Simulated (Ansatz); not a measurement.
H₅PSi, charge +1, doublet, geometry from GFN2-xTB (a state made from the parent by changing its charge; the spin is typed, not shown lowest); WB97M-V/STO-3G in Ansatz (a first-principles code).

Input for Ansatz:
Ansatz 0.2 input:
```yaml
crystal:
  periodic: [false, false, false]
  atoms:
    - {symbol: Si, position_ang: [-1.19553190, 0.13092631, 0.11594985]}
    - {symbol: P, position_ang: [1.14738417, -0.11087790, -0.17090010]}
    - {symbol: H, position_ang: [-1.66185324, -0.91776619, -0.78486695]}
    - {symbol: H, position_ang: [-1.35575298, 1.51775643, -0.30773847]}
    - {symbol: H, position_ang: [-1.30606733, -0.13546430, 1.55078051]}
    - {symbol: H, position_ang: [1.79188379, -1.32956783, -0.01463819]}
    - {symbol: H, position_ang: [2.05847381, 0.69524216, 0.49666658]}
basis:
  gaussian:
    orbitals: STO-3G
hamiltonian:
  xc: {name: wB97M-V}
total_charge: 1
magnetization: {spin_polarized: true, initial_magnetization: 1}
accuracy: high
```

What the program printed (banner, timings and long lists left out):

```
Functional definition: wB97M-V
406 factors; integrals over basis functions are off by at most 3.4e-9 eV
174 factors; integrals over basis functions are off by at most 7.5e-10 eV
mean field evaluation 1: about -17045.3148 eV, gradient 5.5e0 eV
mean field evaluation 2: about -17045.5809 eV, gradient 1.6e0 eV
mean field evaluation 4: about -17045.6058 eV, gradient 1.1e-1 eV
mean field evaluation 8: about -17045.5401 eV, gradient 1.1e-2 eV
mean field evaluation 16: about -17045.5401 eV, gradient 2.3e-6 eV
mean field -17045.54013611 eV, -626.4120461200 hartree, gradient 9.4e-8 eV, S^2 0.751400; 0 other end points of the search recorded, 0 dependent functions left out
reference -17045.54013902 eV, -626.4120462271 hartree; 17, 16 occupied and 6, 7 virtual orbitals, 406 factors
Total energy: -17045.54013902 eV, -626.4120462271 hartree
```
